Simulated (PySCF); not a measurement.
# Relaxation of singlet BrHfN

All numbers come from PBE0/[Hf def2-TZVP with ECP60, N def2-TZVP, Br def2-TZVP], scalar-relativistic core potentials, density fitting, no spin–orbit coupling, PySCF. A (50,194) grid was used.

A hand-made bent start, of Cs symmetry, held to at least that symmetry:

Coordinates in bohr (charge 0 multiplicity 1):
```
Hf   -1.0415    0.0000   -0.9384
N    -3.9517    0.0000    1.0993
Br    3.0760    0.0000    1.9447
```

**Question.** What does it relax to?

**Answer.** It ends at Cs with Hf–Br 2.537 Å, Hf–N 1.721 Å; Br–Hf–N 109.6° (after a last refinement on a finer grid). A frequency run shows a minimum. Other isomers or separated fragments may lie lower.

**Question.** How much energy is released, and in how many steps?

**Answer.** 53.7 kJ/mol in 6 steps.

With an element this heavy the missing spin–orbit coupling can shift these numbers.

The relaxation took 11 s on 4 threads of a shared Arm Neoverse V2 host, with 119 basis functions and 7 gradients; the process peaked at 0.63 GiB. Launch command: `OMP_NUM_THREADS=4 python axn.py task.json out`.
